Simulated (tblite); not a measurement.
Compound: C6H13OP.
Atom-mapped SMILES: `[CH2:1]=[CH:2][CH2:3][P:4]([CH3:5])[CH2:6][O:7][CH3:8]` (hydrogens: H9, H10 on C1; H11 on C2; H12, H13 on C3; H14, H15, H16 on C5; H17, H18 on C6; H19, H20, H21 on C8)

Computed with GFN2-xTB (tblite), gas phase: L-BFGS steps from a force-field or distance-geometry start until the largest atomic force falls under 0.01 eV/Å.

Geometry at step 2:
```
atom  x, y, z in Å
C1      3.4657    1.1478   -0.4148
C2      2.5624    0.1855   -0.4300
C3      1.0856    0.4142   -0.5121
P4      0.4729   -0.0966    1.1712
C5      0.3071   -1.9220    0.9203
C6     -1.3110    0.3930    0.9933
O7     -1.9697   -0.0546   -0.1640
C8     -3.3148    0.3615   -0.1822
H9      4.5175    0.9160   -0.3602
H10     3.1875    2.1867   -0.4602
H11     2.8771   -0.8468   -0.3745
H12     0.8420    1.4649   -0.6771
H13     0.6256   -0.1774   -1.3053
H14    -0.2203   -2.1555    0.0038
H15    -0.2422   -2.3343    1.7681
H16     1.2901   -2.3871    0.8993
H17    -1.3329    1.4943    1.0408
H18    -1.8182    0.0093    1.8929
H19    -3.8644   -0.0382    0.6819
H20    -3.3818    1.4605   -0.1723
H21    -3.7872   -0.0041   -1.0913
```

Problem. What forces act on the atoms?

Solution. 
```tsv
atom	Fx (eV/Å)	Fy (eV/Å)	Fz (eV/Å)
C1	0.110	-0.113	-0.004
C2	-0.097	0.210	-0.417
C3	0.282	-0.154	0.128
P4	-0.182	-0.082	0.021
C5	-0.023	-0.056	0.124
C6	-0.175	0.064	0.091
O7	-0.012	-0.085	-0.081
C8	0.035	0.105	0.053
H9	-0.031	0.128	0.060
H10	0.042	0.021	-0.029
H11	-0.026	-0.062	-0.029
H12	0.103	0.033	0.086
H13	-0.059	-0.112	0.072
H14	-0.133	0.049	-0.170
H15	0.026	0.039	-0.026
H16	0.061	0.055	0.020
H17	-0.059	0.039	0.056
H18	-0.096	0.059	0.064
H19	0.060	0.061	-0.008
H20	-0.007	-0.100	0.062
H21	0.179	-0.100	-0.073
```

The largest, 0.48 eV/Å, acts on C2; the rms over all components is 0.107 eV/Å. The forces sum to zero within rounding, as they must for an isolated molecule in no field.

Problem. Give the force on C2 in Eh/bohr and in nN.

Solution. 0.477 eV/Å ÷ 51.422 = 0.00927 Eh/bohr, and 0.477 eV/Å × 1.602 = 0.76 nN.

Problem. How far is this geometry from the end of the optimisation?

Solution. 0.107 eV above it, and 0.257 Å rms away after alignment. The bonds farthest from their final lengths, with half the difference of the two atoms' forces along the bond (positive lengthens):

```tsv
bond	now (Å)	final (Å)	force along bond (eV/Å)
C3–P4	1.863	1.875	+0.02
P4–C6	1.858	1.870	+0.01
C2–C3	1.497	1.487	-0.23
O7–C8	1.408	1.403	0.00
C5–H14	1.083	1.088	+0.14
C8–H20	1.101	1.098	-0.10
```

The angle farthest from its final value is C2–C3–P4, 103.5° against 111.3°.

Of the 3 listed bonds off by 0.010 Å or more, this force points towards the final length in 3.
